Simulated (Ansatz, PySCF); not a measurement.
O3S, SMILES O=S(=O)=O.

The structure is a stationary point at B3LYP-D3(BJ)/def2-TZVP.

Vertical ionisation energy (IE) and electron affinity (EA) in eV. Rows of orbital energies are one-electron estimates. Where ΔSCF, EOM or ADC give a negative EA the extra electron is unbound and the value depends on the basis.

```json
[
 {"level": "−ε(HOMO), −ε(LUMO), HF/def2-TZVPD (PySCF)", "IE": "14.70", "EA": "-0.61"},
 {"level": "−ε(HOMO), −ε(LUMO), PBE/def2-TZVPD (PySCF)", "IE": "8.29", "EA": "3.76"},
 {"level": "ADC(2)/aug-cc-pVDZ (PySCF)", "IE": "11.29", "EA": "0.48"},
 {"level": "ΔSCF, CAM-B3LYP/def2-SVPD (Ansatz), final states of multiplicity 2 and 2", "IE": "13.12", "EA": "0.62"},
 {"level": "ΔSCF, PBE/def2-SVPD (Ansatz), final states of multiplicity 2 and 2", "IE": "12.31", "EA": "0.56"}
]
```

Task: What vertical singlet–triplet gap does ΔSCF give with CAM-B3LYP/def2-SVPD (Ansatz, an electronic-structure program) and with PBE/def2-SVPD (Ansatz)? (An estimate is asked for; the answer gives what the named calculation found.)

Result: 4.84 and 4.53 eV (triplet above singlet where positive).

Task: Beyond the first one, list the lowest photoelectron lines from ADC(2)/aug-cc-pVDZ (PySCF 2.14.0) with their pole strengths (two spins summed). (Estimate from the structure and the level; the computed values follow.)

Result: 13.21 eV (1.71), 13.21 eV (1.71), 13.52 eV (1.70), 13.52 eV (1.70), 16.83 eV (1.67).
